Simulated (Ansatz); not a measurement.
```yaml
crystal:
  periodic: [false, false, false]
  atoms:
    - {symbol: F, position_ang: [-2.243288, 0.172526, -0.252899]}
    - {symbol: Si, position_ang: [-0.775100, -0.258578, -0.758450]}
    - {symbol: In, position_ang: [1.036482, 0.331036, 0.983935]}
    - {symbol: H, position_ang: [-0.824882, -1.721528, -1.038463]}
    - {symbol: H, position_ang: [-0.543601, 0.432224, -2.058502]}
    - {symbol: H, position_ang: [0.662639, 1.095257, 2.484755]}
    - {symbol: H, position_ang: [2.687740, -0.050946, 0.639613]}
basis:
  gaussian: {orbitals: def2-mTZVP}
total_charge: 1
magnetization: {spin_polarized: true, initial_magnetization: 1}
hamiltonian: {xc: {name: HF}}
correlation: {method: mp2, frozen_orbitals: {F: 9}}
scf: {lower_state_search: light}
```

```sh
$ ansatz run in.yaml --threads 2 --pin off --events-out ev --progress --plain --max-ram 4352MiB
```

Problem. How does Ansatz answer? (An estimate is asked.)

Solution. The calculation gave: The input was rejected before any iteration.
```
Functional definition: HF
Error: "frozen_orbitals" has no count for Si
```
